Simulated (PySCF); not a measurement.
**How methods differ on the ionisation energy of Eu²²⁺**

Eu²²⁺ [Kr] 4d5 [4d3/2^4 4d5/2^1, M_J = 5/2] → Eu²³⁺ [Kr] 4d4 [4d3/2^4, M_J = 0], as a difference of total energies. All numbers are calculated (PySCF 2.14, the two-component X2C-1e Hamiltonian, in an uncontracted even-tempered set (18 s from 1.5 bohr⁻², ratio 2.8; 14 p from 2 bohr⁻², ratio 2.8; 9 d from 2 bohr⁻², ratio 2.8; 4 f from 8.6 bohr⁻², ratio 3)). Correlated levels: [Ar] 3d10 frozen; the 94 highest virtual spinors dropped. "Screened" scales the spin-orbit matrix elements by Boettger's factors to mimic the two-electron term; Breit and QED terms are absent.

```json
{"method": "GHF (screened spin-orbit)", "ionisation energy (eV)": "709.71"}
{"method": "GMP2 (screened spin-orbit)", "ionisation energy (eV)": "709.21"}
```

Task: How much does correlation contribute at GMP2 (screened spin-orbit)?

Result: 709.21 − (709.71) = -0.50 eV, measured against GHF (screened spin-orbit).

Breit and QED terms and the two-electron picture change are absent.

The labels give the starting determinants; with spin-orbit coupling the two ends relaxed to ⟨J²⟩ = 8.76, ⟨L²⟩ = 1.18, ⟨S²⟩ = 6.72 and ⟨J²⟩ = 0.00, ⟨L²⟩ = 2.44, ⟨S²⟩ = 2.44.

For comparison: 709 ± 4 eV (theoretical estimate listed by NIST; NIST Atomic Spectra Database, ionization energies).
